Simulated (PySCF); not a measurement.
A calculated (PW91, PySCF 2.14, def2-QZVPPD, no relativity, point nucleus) atom or ion has these occupied shells.

| shell | electrons | orbital energy (eV) | rms radius, mean of both spins (bohr) |
| --- | --- | --- | --- |
| 1s α | 1 | -273.26 | 0.315 |
| 1s β | 1 | -272.48 | 0.315 |
| 2s α | 1 | -14.466 | 1.75 |
| 2s β | 1 | -11.902 | 1.75 |
| 2p α | 2 | -6.151 | 1.98 |

Task: Name the element and its charge.

Result: C (carbon, neutral), in [He] 2s2 2p2, high-spin 3P determinant.
